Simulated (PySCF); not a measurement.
Species: H6O2Si2.
Bonds: O1–Si2, Si2–O3, O3–Si4. Hydrogens: H5 on O1; H6, H7 on Si2; H8, H9, H10 on Si4.

Computed, not measured: PBE0-D3(BJ)/def2-SVP geometry optimisation, gas phase in PySCF 2.14.0.

(1) What internal coordinates does the optimisation give?

Results:

(1) 
```csv
bond,length (bohr)
O1–Si2,3.123
Si2–O3,3.118
O3–Si4,3.122
O1–H5,1.817
Si2–H6,2.805
Si2–H7,2.823
"Si4–H8, Si4–H9, Si4–H10",2.821
```

Bonds in one row agree within 0.02 bohr and their mean is given. A selection of angles:
```csv
angle,degrees
Si2–O1–H5,117.4
O1–Si2–O3,110.5
O1–Si2–H6,105.5
O1–Si2–H7,111.2
O3–Si2–H6,110.3
O3–Si2–H7,107.6
H6–Si2–H7,111.7
Si2–O3–Si4,154.6
O3–Si4–H8,110.3
H8–Si4–H9,109.4
```

Dihedral angles: O1–Si2–O3–Si4 180° (antiperiplanar); H5–O1–Si2–O3 64° (synclinal). The mirror-image conformer, all signs reversed, is as good.

Si4 (oxygen-bound silicon) is tetrahedral (angles from 108.7° to 110.3°). The 4 heavy atoms lie in one plane (0.000 Å rms). Si2 (oxygen-bound silicon) is distorted tetrahedral (angles from 105.5° to 111.7°). All 3 O–Si bonds measure 1.650 to 1.653 Å.

Whether it is a minimum is left open (no frequencies). The numbers are those of one conformer (H–O1–Si2–O3 64°, O1–Si2–O3–Si4 180°).
